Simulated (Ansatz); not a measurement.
Isolated molecules relaxed with PBE0-D4/def2-TZVP in Ansatz; ΔE leaves out vibrations. CCSD(T)/CBS adds triple-zeta CCSD(T) − MP2 to the extrapolated MP2 energy (def2 sets, frozen cores). This one scheme is used for every species. Each species was taken in one conformer, which may not be the lowest.

`[SiH3]BS[SiH3]` + H–F → `FB[SiH3]` + `[SiH3]S`  (ligand exchange at a B–S bond)

`[SiH3]BS[SiH3]`:

```xyz
11

Si    1.437    0.083    2.008
B     0.466    0.050    0.247
S    -1.291   -0.191    0.218
Si   -1.637   -0.116   -1.912
H     2.478   -0.984    2.026
H     2.134    1.391    2.171
H     0.532   -0.120    3.171
H     1.059    0.192   -0.784
H    -0.876   -1.201   -2.576
H    -3.092   -0.307   -2.132
H    -1.211    1.203   -2.437
```

H–F:

```xyz
2

F     0.199    0.216    0.354
H    -0.199   -0.216   -0.354
```

`FB[SiH3]`:

Z-matrix (Å, degrees):
```
Si
B 1 2.035
H 1 1.487 2 113.6
H 1 1.490 2 109.0 3 -121.9
H 1 1.491 2 108.5 3 121.3
F 2 1.321 1 121.0 3 -4.0
H 2 1.203 1 122.9 3 176.3
```

`[SiH3]S`:

Z-matrix (Å, degrees):
```
Si
S 1 2.137
H 1 1.485 2 111.6
H 1 1.485 2 111.6 3 -122.0
H 1 1.482 2 104.8 3 119.0
H 2 1.344 1 94.7 3 60.9
```

```csv
species,HF/def2-QZVPP energy (Eh)
`[SiH3]BS[SiH3]`,-1004.25463
H–F,-100.07004
`FB[SiH3]`,-415.49151
`[SiH3]S`,-688.85910
```

Work out ΔE.

ΔE = (-415.49151) + (-688.85910) − (-1004.25463) − (-100.07004) = -0.02594 Eh = -68.1 kJ/mol. CCSD(T)/CBS gives -29.1 kJ/mol.

Largest T1 diagnostic among the species: 0.015.

Leaving LDA and LC-ωPBE aside and taking each functional with its dispersion term where it has one, the values, not all of them listed here, spread over 26.1 kJ/mol, from CAM-B3LYP-D4 to revPBE-D4. LDA lies +5.2 kJ/mol from PBE without D4. The D4 term adds +12.1 kJ/mol with B3LYP and +6.7 kJ/mol with PBE0; it sums over pairs of atoms, weighted by their polarisabilities, and B3LYP, whose exchange is more repulsive, gets the larger term.

B3LYP here is the variant with VWN-RPA as its local correlation; programs differ in this.
